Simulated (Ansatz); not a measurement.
Reaction (formal exchange of groups at a Ga–F bond): `O=[CH][GaH][F]` + CH₄ → `[CH3][GaH][CH]=O` + H–F

Program: Ansatz. Geometries: PBE0-D4/def2-TZVP. ΔE: electronic, gas phase. CBS: MP2 limit from def2 TZ/QZ plus the TZ coupled-cluster correction, frozen cores. This one scheme is used for every species. Functionals use def2-TZVPP. HSE06 is defined as in plane-wave codes. For Ga outer-core shells are correlated without core-valence functions, which leaves a few kJ/mol of doubt a bond. Scalar relativity is left out up to krypton. Each species was taken in one conformer, which may not be the lowest.

```json
{"level": "revPBE-D4", "ΔE (kJ/mol)": "112.6", "difference from CCSD(T)/CBS": "7.9"}
{"level": "r2SCAN0-D4", "ΔE (kJ/mol)": "115.8", "difference from CCSD(T)/CBS": "11.1"}
{"level": "HSE06-D4", "ΔE (kJ/mol)": "109.6", "difference from CCSD(T)/CBS": "4.9"}
{"level": "revPBE", "ΔE (kJ/mol)": "119.1", "difference from CCSD(T)/CBS": "14.4"}
{"level": "r2SCANh", "ΔE (kJ/mol)": "119.7", "difference from CCSD(T)/CBS": "15.0"}
{"level": "RPA@PBE/def2-TZVPP", "ΔE (kJ/mol)": "112.2", "difference from CCSD(T)/CBS": "7.5"}
{"level": "MP2/def2-SVP", "ΔE (kJ/mol)": "134.0", "difference from CCSD(T)/CBS": "29.3"}
{"level": "SCS-MP2/def2-TZVPP", "ΔE (kJ/mol)": "117.2", "difference from CCSD(T)/CBS": "12.5"}
{"level": "CCSD/def2-TZVPP", "ΔE (kJ/mol)": "113.0", "difference from CCSD(T)/CBS": "8.3"}
{"level": "MP2/def2-QZVPP", "ΔE (kJ/mol)": "106.4", "difference from CCSD(T)/CBS": "1.7"}
{"level": "CCSD(T)/CBS", "ΔE (kJ/mol)": "104.7", "difference from CCSD(T)/CBS": "0"}
```

Largest T1 diagnostic among the species: 0.016.

The D4 term adds −5.4 kJ/mol with B3LYP and −3.0 kJ/mol with PBE0; it sums over pairs of atoms, weighted by their polarisabilities, and B3LYP, whose exchange is more repulsive, gets the larger term. In def2-TZVPP, CCSD(T) changes the Hartree–Fock value by −23.1 kJ/mol (the triples alone add −1.7 kJ/mol) and MP2 by −24.7 kJ/mol.

B3LYP here is the variant with VWN-RPA as its local correlation; programs differ in this.
